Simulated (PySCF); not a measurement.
Molecular orbitals of CsLi

PBE0 at R = 3.742 Å; basis Cs x2c-TZVPall, Li x2c-TZVPall; spin-free X2C with a Gaussian nucleus; PySCF 2.14. State: ³Σ⁺ (triplet), unpaired electrons σ ↑↑, a second solution, started from another occupation. Only the outer orbitals are listed, counted within each symmetry.

| spin | orbital | occ. | ε (eV) | on Cs (%) | main shells (%) |
| --- | --- | --- | --- | --- | --- |
| α | 10σ | 1 | -55.67 | 0 | 100 Li s |
| α | 11σ | 1 | -29.31 | 100 | 100 Cs s |
| α | 12σ | 1 | -15.18 | 100 | 100 Cs p |
| α | 6π | 1 | -15.15 | 100 | 100 Cs p |
| α | 6π | 1 | -15.15 | 100 | 100 Cs p |
| α | 13σ | 1 | -4.31 | 19 | 79 Li s, 15 Cs s |
| α | 14σ | 1 | -2.44 | 70 | 62 Cs s, 16 Li p, 15 Li s |
| α | 7π | 0 | -1.16 | 49 | 51 Li p, 28 Cs p, 21 Cs d |
| α | 7π | 0 | -1.16 | 49 | 51 Li p, 28 Cs p, 21 Cs d |
| α | 15σ | 0 | -0.88 | 39 | 50 Li p, 25 Cs p, 11 Li s |
| β | 10σ | 1 | -55.37 | 0 | 100 Li s |
| β | 11σ | 1 | -29.23 | 100 | 100 Cs s |
| β | 6π | 1 | -15.07 | 100 | 100 Cs p |
| β | 6π | 1 | -15.07 | 100 | 100 Cs p |
| β | 12σ | 1 | -15.05 | 100 | 100 Cs p |
| β | 13σ | 0 | -1.71 | 64 | 56 Cs s, 28 Li s |
| β | 14σ | 0 | -0.42 | 82 | 34 Cs s, 30 Cs p, 18 Cs d |
| β | 7π | 0 | 0.10 | 87 | 57 Cs p, 30 Cs d, 13 Li p |

Q: Which are the highest filled and the lowest empty level, where do they sit, and how wide is the gap?

A: Highest filled α 14σ at -2.44 eV (in %: 62 Cs s, 16 Li p, 15 Li s); lowest empty β 13σ at -1.71 eV (in %: 56 Cs s, 28 Li s); the gap at PBE0 is 0.73 eV.

```json
{"bond order (Mayer)": "0.40", "⟨S²⟩": "2.000", "charge on Cs (Mulliken, basis-dependent)": "0.12", "charge on Cs (Löwdin, basis-dependent)": "-0.08", "dipole moment (positive dipole means Cs(−)Li(+))": "-0.79 D"}
```

Spin–orbit coupling is left out.
